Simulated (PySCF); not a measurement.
Spinor energies of Ti¹⁴⁺ (titanium, charge +14)

Start: [He] 2s2 2p4; 2p1/2 filled at m_j = -1/2, +1/2; 2p3/2 filled at m_j = +1/2, +3/2. Calculated with PySCF 2.14 in an uncontracted even-tempered set (18 s from 2.6 bohr⁻², ratio 2.4; 11 p from 3.4 bohr⁻², ratio 2.4; 5 d from 15 bohr⁻², ratio 2.6; 5 f from 23 bohr⁻², ratio 2.6): generalised Hartree-Fock with the X2C-1e Hamiltonian and a Gaussian nucleus; one run each with spin-orbit coupling (SO) switched off, then screened by Boettger's factors.

```json
{"spinor shell": "1s1/2", "electrons": "2", "ε, spin-free (eV)": "-5554.6", "ε, screened SO (eV)": "-5554.2", "weight of nominal j (screened SO)": "1.000", "rms radius, screened SO (bohr)": "0.0801"}
{"spinor shell": "2s1/2", "electrons": "2", "ε, spin-free (eV)": "-1033.1", "ε, screened SO (eV)": "-1032.9", "weight of nominal j (screened SO)": "1.000", "rms radius, screened SO (bohr)": "0.334"}
{"spinor shell": "2p3/2", "electrons": "2", "ε, spin-free (eV)": "-955.90", "ε, screened SO (eV)": "-959.58", "weight of nominal j (screened SO)": "0.781", "rms radius, screened SO (bohr)": "0.298"}
{"spinor shell": "2p1/2", "electrons": "2", "ε, spin-free (eV)": "-955.90", "ε, screened SO (eV)": "-953.22", "weight of nominal j (screened SO)": "0.709", "rms radius, screened SO (bohr)": "0.298"}
```

| quantity | spin-free | screened SO |
| --- | --- | --- |
| E (hartree) | -734.33321 | -734.44098 |
| M_J | 2 | 2 |
| ⟨J²⟩ | 6.000 | 6.001 |
| ⟨L²⟩ | 2.000 | 2.199 |
| ⟨S²⟩ | 2.000 | 1.901 |

Each row is a mean over spinors that exchange with the open shell spreads, by up to 31.169 eV (2s1/2).

Rows whose weight is well below 1 are mixtures of j = l ± 1/2: exchange outweighs spin-orbit coupling there, and the label is only the starting occupation.

Without spin-orbit coupling the j labels of p, d and f shells carry no meaning; the spin-free column gives the mean over the occupied spinors of each nl shell.
